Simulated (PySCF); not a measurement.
# SiOBr: from structure and modes to constants

All numbers come from PySCF, UPBE0, basis Si def2-TZVP, O def2-TZVP, Br def2-TZVP (no relativity, density fitting).

The doublet minimum has Cs symmetry. Masses (u): Si 27.97693, O 15.99492, Br 78.91834.

```xyz
3
charge 0 multiplicity 2, angstrom
Si   -1.0705    0.0000   -0.7733
O    -2.4479    0.0000   -0.1302
Br    0.8754    0.0000    0.3006
```

Harmonic wavenumbers (cm⁻¹): 202.4 (a', ×1), 404.1 (a', ×1), 1200.9 (a', ×1).

Find the principal moments of inertia and the rotational constants. What kind of rotor is it?

About the centre of mass I = 10.613, 201.9, 212.51 u Å². With B = 16.8576/I this gives 1.588, 0.0835, 0.07933 cm⁻¹. The molecule is an asymmetric top with κ = -0.99.

What is the harmonic zero-point energy?

Half the sum of all 3 wavenumbers, 1807/2 = 904 cm⁻¹, which is 10.8 kJ/mol (1 cm⁻¹ = 0.0119627 kJ/mol).

Find the vibrational entropy and heat capacity at 298.15 K.

With u = 1.43878 ω/T, each mode gives S = R[u/(eᵘ−1) − ln(1−e⁻ᵘ)] and C = R u² eᵘ/(eᵘ−1)².
| ω (cm⁻¹) | u | S (J/(mol K)) | C (J/(mol K)) |
| --- | --- | --- | --- |
| 202.4 | 0.977 | 8.83 | 7.68 |
| 404.1 | 1.950 | 3.97 | 6.11 |
| 1200.9 | 5.795 | 0.17 | 0.85 |
The sums over all modes are S = 13.0 and C = 14.7 J/(mol K); the softest mode gives 68 % of the entropy.

This need not be the most stable arrangement of these atoms.
